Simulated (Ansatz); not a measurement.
BBrFH₃OSi, SMILES `OB(F)[SiH2]Br`. Total charge 0; spin multiplicity 1. Correlated methods include outer-core shells of Br, which these sets cover unevenly. Scalar relativity is left out up to krypton.

```xyz
8

O    -1.916   -0.043    0.210
B    -0.725   -0.138    0.822
F    -0.724   -0.352    2.131
Si    1.034    0.035   -0.188
Br    0.446    0.383   -2.327
H    -1.839    0.112   -0.738
H     1.856    1.194    0.240
H     1.867   -1.192   -0.151
```

Task: Give the diagnostics of a CCSD(T)/def2-TZVPP run (frozen core, Ansatz). (An estimate is asked.)

Result: Computed: T1 = 0.0113, largest single amplitude 0.030, largest double 0.025, (T) share of the correlation energy 3.3 %, 9 CCSD cycles. The RHF solution is stable towards an unrestricted one. T1 lies under the customary mark of 0.02 for closed shells.
